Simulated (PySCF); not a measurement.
FHSeTe, SMILES F[Te][SeH].

Geometry: PBE0-D3(BJ)/def2-TZVP. The def2 effective core potentials stand for the cores of Te; spin–orbit coupling is left out. The values are those of a single conformer.

Method: TDDFT-PBE0/def2-SVPD (PySCF 2.14.0).

Vertical excitations. 

Computed excitation energies, oscillator strengths and character:
```csv
state,energy (eV),λ (nm),f,main pairs
S1,2.94,422,0.001,HOMO→LUMO 99 %
S2,3.41,364,0.002,HOMO→LUMO+1 99 %
S3,4.56,272,0.006,HOMO−1→LUMO+1 90 %
S4,4.74,261,0.020,HOMO−1→LUMO 82 %
S5,5.14,241,0.025,HOMO→LUMO+2 96 %
S6,5.70,218,0.004,HOMO−2→LUMO 95 %
S7,6.03,206,0.019,HOMO−1→LUMO+2 97 %
S8,6.31,196,0.071,HOMO→LUMO+3 95 %
S9,6.73,184,0.148,"HOMO→LUMO+4 71 %, HOMO→LUMO+5 21 %"
S10,6.84,181,0.136,"HOMO−2→LUMO+1 32 %, HOMO→LUMO+4 21 %, HOMO→LUMO+5 17 %, HOMO→LUMO+7 15 %"
T1,2.18,568,0,HOMO→LUMO 98 %
T2,2.75,450,0,HOMO→LUMO+1 98 %
T3,4.00,310,0,HOMO−1→LUMO+1 86 %
T4,4.05,306,0,HOMO−1→LUMO 87 %
```
Triplets are in the Tamm–Dancoff approximation, which puts them higher than full response would, so one can lie above its singlet here.
